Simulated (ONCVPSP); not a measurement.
## cobalt, ONCV: configuration errors across variants

| Item | Value |
| --- | --- |
| Element | cobalt (Co) |
| Generator | ONCVPSP 4.0.1 |
| Type | optimised norm-conserving Vanderbilt (ONCV) |
| Functional | PBE |
| Relativity | scalar-relativistic |
| Frozen core | [Ne] |
| Valence charge | 17 |
| Reference configuration | 3s2 3p6 3d7 4s1 (charge +1) |
| Partial waves | 3s+4s: rc 1.15 bohr, ncon 4, nbas 9, qcut 10 1/bohr, 2 projectors; 3p: rc 1.20 bohr, ncon 5, nbas 8, qcut 12.7 1/bohr, 2 projectors, debl 3.1 Ha; 3d: rc 1.75 bohr, ncon 4, nbas 9, qcut 7.4 1/bohr, 1 projector |
| Local potential | polynomial inside 0.85 bohr (lpopt 5, dvloc0 0 Ha) |
| Core correction | polynomial model core, fcfact 0.7 |

All-electron excitation energies from the reference (eV): (1) 3s2 3p6 3d7 4s2 -9.031; (2) 3s2 3p6 3d7 4s0 16.786; (3) 3s2 3p6 3d6 4s0 52.655; (4) 3s2 3p6 3d7 4s1.5 -5.428.

Errors AE − PS in meV (a dash: test not solved or not reliable):

```tsv
change	(1)	(2)	(3)	(4)	bound ghosts	GHOST(+) flags above zero
base	+2.9	-2.0	+52	+0.9	none	none
all radii but the core radius scaled by about 0.79 (s 0.90, p 0.94, d 1.38 bohr); local potential polynomial inside 0.66 bohr (lpopt 5, dvloc0 0 Ha)	+2.9	+2.2	+9.0	+1.1	none	s
all radii but the core radius scaled by about 0.85 (s 0.98, p 1.02, d 1.50 bohr); local potential polynomial inside 0.72 bohr (lpopt 5, dvloc0 0 Ha)	+3.2	+2.1	+20	+1.1	none	s
all radii but the core radius scaled by about 0.90 (s 1.04, p 1.08, d 1.58 bohr); local potential polynomial inside 0.76 bohr (lpopt 5, dvloc0 0 Ha)	+3.3	+1.4	+29	+1.1	none	none
all radii but the core radius scaled by about 0.96 (s 1.10, p 1.16, d 1.68 bohr); local potential polynomial inside 0.82 bohr (lpopt 5, dvloc0 0 Ha)	+3.2	-0.2	+41	+1.1	none	none
all radii but the core radius scaled by about 1.08 (s 1.24, p 1.30, d 1.88 bohr); local potential polynomial inside 0.92 bohr (lpopt 5, dvloc0 0 Ha)	+1.9	-6.8	+75	+0.6	none	none
all radii but the core radius scaled by about 1.15 (s 1.32, p 1.38, d 2.02 bohr); local potential polynomial inside 0.98 bohr (lpopt 5, dvloc0 0 Ha)	+0.3	-14	+107	0.0	none	none
all radii but the core radius scaled by about 1.20 (s 1.38, p 1.44, d 2.10 bohr); local potential polynomial inside 1.02 bohr (lpopt 5, dvloc0 0 Ha)	-0.8	-18	+126	-0.4	none	none
all radii but the core radius scaled by about 1.31 (s 1.50, p 1.58, d 2.30 bohr); local potential polynomial inside 1.12 bohr (lpopt 5, dvloc0 0 Ha)	-4.7	-33	+187	-1.8	none	none
```

Q: Give the same row for: all radii but the core radius scaled by about 1.25 (s 1.44, p 1.50, d 2.20 bohr); local potential polynomial inside 1.06 bohr (lpopt 5, dvloc0 0 Ha).

A: -2.7, -26, +156, -1.1; bound ghosts: none; GHOST(+) flags above zero: none.
